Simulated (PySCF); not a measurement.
# What a mistake does to a calculation on Al2H3O2 cation

These are calculations, not measurements. They come from PySCF 2.14.0, an open-source quantum chemistry program, on an isolated molecule that a program drew, which may never have been made. The molecule is Al2H3O2 cation (charge +1, singlet), drawn as the SMILES string `[OH][Al+][O][AlH2]`.

Each row is a Hartree-Fock (HF) and frozen-core CCSD(T) single point in the cc-pV(D+d)Z basis, meant for a local HF minimum. Run 1 is clean. Each other run has one planted mistake out of seven kinds, and not every kind appears here: one electron removed, one electron added, multiplicity raised by two, geometry at a saddle point, minimal basis STO-3G, one bond length entered in bohr, all coordinates scaled. The reference is restricted for singlets and unrestricted otherwise, and also for a bond in bohr. Adding or removing an electron swaps singlet and doublet. Electrons count all cores. HOMO and LUMO are orbital energies over both spins, the gradient is its largest component, and the lowest frequency (negative if imaginary) is given only where the gradient is small. Bond lengths are over the 6 bonds as drawn. T1 is the CCSD diagnostic: over 0.02 (restricted) or 0.045 (unrestricted) a single reference is doubtful.

Geometry of the clean run:
```xyz
7
Al2H3O2 cation, angstrom
O     2.9184   -0.8345   -1.3918
Al    1.3715   -0.6062   -1.1055
O    -0.1891   -0.3744   -0.8167
Al   -1.9033   -0.1204   -0.4969
H     3.8354   -0.9720   -1.5619
H    -2.1872    1.0248    0.5200
H    -2.8369   -1.0851   -1.2866
```

```
run  electrons  basis functions  <S^2>  HOMO (eV)  LUMO (eV)  gradient (hartree/bohr)  lowest frequency (cm^-1)  mean bond (Å)  longest bond (Å)      T1  HF (hartree)  CCSD(T) (hartree)               mistake
  1         44               89  0.000     -15.57      -4.58                  3.9e-05                        89         1.5023             1.762  0.0157    -635.21509         -635.72235              no fault
  2         45               89  0.759      -5.57       1.61                  7.6e-02                         -         1.5023             1.762  0.0177    -635.40104         -635.92409    one electron added
  3         43               89  0.843     -22.95     -13.54                  7.6e-02                         -         1.5023             1.762  0.0267    -634.68128         -635.16703  one electron removed
  4         44               89  0.000     -15.08      -4.56                  3.4e-02                         -         1.7636             3.330  0.0211    -635.08179         -635.60137                     ?
```

**Which mistake was planted in run 4, and what did it cost?**

The mean bond changes by a factor of 1.174 and the longest by 1.890, so the molecule wasn't scaled as a whole. A length L in bohr read as angstrom grows by (1/0.5292 - 1) L = 0.890 L. The 6 bonds together grew by 6 x 0.2613 = 1.568 Å, which gives L = 1.762 Å. That is bond O3-Al4, 1.762 Å in the clean geometry. So the mistake is: one bond length entered in bohr. Subtracting run 1 and multiplying by 627.51 kcal/mol a hartree, the energy moved by 83.6 kcal/mol in HF and 75.9 kcal/mol in CCSD(T).

